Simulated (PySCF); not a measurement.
Record of a relaxation.

Compound: CH₄NOSi₂ (charge -1).
Bonds: C1–N2 (triple), N2–Si3, Si3–Si4, Si4–O5. Hydrogens: H6, H7 on Si3; H8, H9 on Si4.
Bond orders are those of one Lewis drawing.

Method: PBE0-D3(BJ)/def2-SVP geometry optimisation, gas phase (PySCF 2.14.0); density fitting, grid level 1; the optimiser is geomeTRIC in internal coordinates, started from a GFN2-xTB structure. The frame can shift and turn from step to step; on so coarse a grid that alone can change the energy by a few meV, and forces under 0.02 eV/Å are noise.

Step 0: E = -20374.9374 eV, largest atomic force 2.094 eV/Å
```
atom  x, y, z in Å  |  force x, y, z in eV/Å
C1      2.666   -0.562   -1.268    0.342  -0.139  -0.242
N2      1.891   -0.065   -0.542    0.528  -0.544  -0.715
Si3     0.560    0.530    0.430    0.385   0.468   0.406
Si4    -1.518   -0.376   -0.029   -0.153  -0.830  -0.891
O5     -2.606    0.192    0.889   -1.258   0.937   1.388
H6      1.196    0.317    1.753   -0.178  -0.093   0.570
H7      0.812    1.975    0.214   -0.318   0.514   0.006
H8     -1.695   -0.142   -1.507    0.271   0.074  -0.468
H9     -1.292   -1.864    0.035    0.382  -0.387  -0.053
```

Step 1: E = -20375.1419 eV, largest atomic force 0.565 eV/Å
```
atom  x, y, z in Å  |  force x, y, z in eV/Å
C1      2.652   -0.593   -1.229    0.061  -0.040  -0.064
N2      1.843   -0.125   -0.516   -0.048   0.104   0.124
Si3     0.490    0.497    0.499   -0.221   0.046   0.102
Si4    -1.681   -0.416    0.073    0.391  -0.219  -0.345
O5     -2.740    0.199    1.045   -0.180   0.076   0.140
H6      0.979    0.275    1.906    0.112   0.001  -0.048
H7      0.572    1.989    0.312    0.115  -0.024  -0.028
H8     -1.754   -0.165   -1.442   -0.104  -0.029   0.109
H9     -1.333   -1.912    0.125   -0.126   0.084   0.009
```

Step 2: E = -20375.1533 eV, largest atomic force 0.170 eV/Å
```
atom  x, y, z in Å  |  force x, y, z in eV/Å
C1      2.661   -0.575   -1.218   -0.007   0.006   0.003
N2      1.847   -0.112   -0.506    0.054  -0.012  -0.028
Si3     0.489    0.503    0.505   -0.100   0.020   0.047
Si4    -1.680   -0.423    0.067    0.039  -0.106  -0.126
O5     -2.744    0.189    1.042   -0.025   0.058   0.077
H6      1.011    0.278    1.898    0.016   0.005  -0.007
H7      0.602    1.991    0.306    0.018  -0.002   0.001
H8     -1.791   -0.182   -1.440    0.000   0.018   0.017
H9     -1.367   -1.920    0.117    0.004   0.014   0.016
```

Step 3: E = -20375.1543 eV, largest atomic force 0.054 eV/Å
```
atom  x, y, z in Å  |  force x, y, z in eV/Å
C1      2.663   -0.569   -1.218   -0.009   0.006   0.004
N2      1.848   -0.108   -0.506    0.044  -0.014  -0.028
Si3     0.485    0.502    0.504   -0.042   0.008   0.019
Si4    -1.682   -0.428    0.065    0.011  -0.025  -0.028
O5     -2.736    0.190    1.049    0.006   0.016   0.021
H6      1.014    0.278    1.894   -0.002   0.003   0.003
H7      0.603    1.989    0.305   -0.002   0.003   0.004
H8     -1.798   -0.181   -1.440   -0.005   0.003   0.003
H9     -1.368   -1.923    0.118   -0.001   0.000   0.002
```

Step 4: E = -20375.1547 eV, largest atomic force 0.028 eV/Å
```
atom  x, y, z in Å  |  force x, y, z in eV/Å
C1      2.669   -0.561   -1.220   -0.002   0.002  -0.002
N2      1.851   -0.104   -0.509    0.011   0.003  -0.001
Si3     0.483    0.501    0.501    0.002  -0.004  -0.006
Si4    -1.683   -0.433    0.065   -0.003   0.016   0.022
O5     -2.725    0.191    1.058    0.018  -0.005  -0.006
H6      1.014    0.279    1.891   -0.009  -0.002   0.002
H7      0.599    1.988    0.305   -0.010   0.000   0.001
H8     -1.808   -0.183   -1.438   -0.005  -0.005  -0.003
H9     -1.371   -1.928    0.118   -0.003  -0.006  -0.006
```

Task: Summarise the path.

Result: The energy falls by 0.2173 eV from step 0 to step 4; nine tenths of that is first reached at step 1. It falls at every step. The largest force goes from 2.094 to 0.028 eV/Å. Among the bonds Si3–Si4 changes most, from 2.313 to 2.398 Å; the atoms move by 0.077 Å rms after alignment.

What follows is the cost of the whole optimisation. The run took 13 s wall on one thread, Arm Neoverse V1 (aarch64), no GPU, on a shared host, and the process peaked at 0.48 GiB of memory.
